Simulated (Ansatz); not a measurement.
Consider the formal exchange of groups at the Si–C bond: `C[SiH](F)C=N` + `FCC1CO1` → `C[SiH](F)CF` + `N=CC1CO1`.

Computed with Ansatz on PBE0-D4/def2-TZVP structures; ΔE is electronic, products minus reactants. CBS: MP2 limit from def2 TZ/QZ plus the TZ coupled-cluster correction, frozen cores. DFT in def2-TZVPP. Each species was taken in one conformer, which may not be the lowest.

`C[SiH](F)C=N`:

Z-matrix (Å, degrees):
```
C
Si 1 1.853
H 1 1.092 2 111.0
H 1 1.094 2 110.2 3 -119.8
H 1 1.092 2 110.9 3 120.8
F 2 1.606 1 109.7 3 -59.0
C 2 1.884 1 112.4 3 57.2
H 2 1.486 1 111.5 3 -178.1
N 7 1.270 2 124.6 1 -118.2
H 7 1.098 2 119.5 1 61.2
H 9 1.024 7 110.9 2 -0.7
```

`FCC1CO1`:

Z-matrix (Å, degrees):
```
C
C 1 1.497
F 1 1.382 2 109.6
H 1 1.094 2 111.0 3 -119.1
H 1 1.094 2 110.1 3 119.8
O 2 1.416 1 114.7 3 -161.6
C 2 1.457 1 120.8 3 -94.1
H 2 1.089 1 115.7 3 60.9
H 7 1.087 2 119.2 1 1.5
H 7 1.086 2 119.4 1 154.5
```

`C[SiH](F)CF`:

Z-matrix (Å, degrees):
```
C
Si 1 1.850
H 1 1.093 2 109.6
H 1 1.093 2 111.1 3 119.5
H 1 1.092 2 111.2 3 -119.6
F 2 1.606 1 110.1 3 -176.2
C 2 1.889 1 111.4 3 -58.9
H 2 1.484 1 111.8 3 64.3
F 7 1.396 2 108.5 1 58.5
H 7 1.095 2 112.3 1 178.1
H 7 1.096 2 111.8 1 -60.7
```

`N=CC1CO1`:

Cartesian coordinates in Å:
```
N 0.919 -0.774 -1.761
C 0.532 0.062 -0.896
C -0.541 -0.282 0.054
C -0.487 0.225 1.428
O -1.352 0.807 0.480
H 1.672 -0.391 -2.330
H 0.938 1.076 -0.780
H -1.066 -1.212 -0.149
H -0.967 -0.353 2.214
H 0.352 0.843 1.738
```

| species | r2SCAN energy (Eh) |
| --- | --- |
| `C[SiH](F)C=N` | -523.92440 |
| `FCC1CO1` | -292.31240 |
| `C[SiH](F)CF` | -569.04433 |
| `N=CC1CO1` | -247.19664 |

(1) Work out ΔE.

Largest T1 diagnostic among the species: 0.012.

Results:

(1) ΔE = (-569.04433) + (-247.19664) − (-523.92440) − (-292.31240) = -0.00417 Eh = -10.9 kJ/mol. CCSD(T)/CBS gives -6.4 kJ/mol.
